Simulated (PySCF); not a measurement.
Method: B3LYP-D3(BJ)/def2-TZVP in PySCF 2.14.0. Gas-phase values, no solvent. One relaxed conformer stands for a flexible species; it need not be the lowest. B3LYP has the VWN-RPA correlation part, as in Gaussian. Excitations are Tamm–Dancoff values on a coarser integration grid. The basis has no diffuse functions, so Rydberg states are missing or too high.

Reference species (SMILES): `OC1=COC1` (H–O–C–C torsion 0°) (neutral, multiplicity 1).

```yaml
HOMO: -5.68 eV
brightest of the four lowest singlets (TDA): 6.31 eV
```

Changed species: `OC#CCO`.

Problem. What does the change do to the HOMO and brightest of the four lowest singlets (TDA)?

Solution. the HOMO falls by 1.33 eV, to -7.01 eV; the brightest of the four lowest singlets (TDA) goes up by 0.39 eV, to 6.70 eV.
